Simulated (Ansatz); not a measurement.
Input for Ansatz (development build ahead of 0.2.0):

```yaml
crystal:
  periodic: [false, false, false]
  atoms:
    - { symbol: Li, position_ang: [1.32944, 0.04512, -0.03937] }
    - { symbol: Li, position_ang: [-1.3319, 0.03946, -0.04476] }
    - { symbol: F, position_ang: [0.02002, 1.57661, 0.05045] }
    - { symbol: F, position_ang: [0.00465, -1.56619, -0.05787] }
basis:
  gaussian: { orbitals: "6-31G" }
hamiltonian:
  xc: hf
```

The input is written out in the form of the current development build from the run's settings.

The run gave:

```yaml
Converged: yes
Total_energy: -213.91285 hartree
Spin_squared_of_the_determinant: 0.000
```

Caution: stretched shape with no unrestricted run beside it, a lower state can exist.
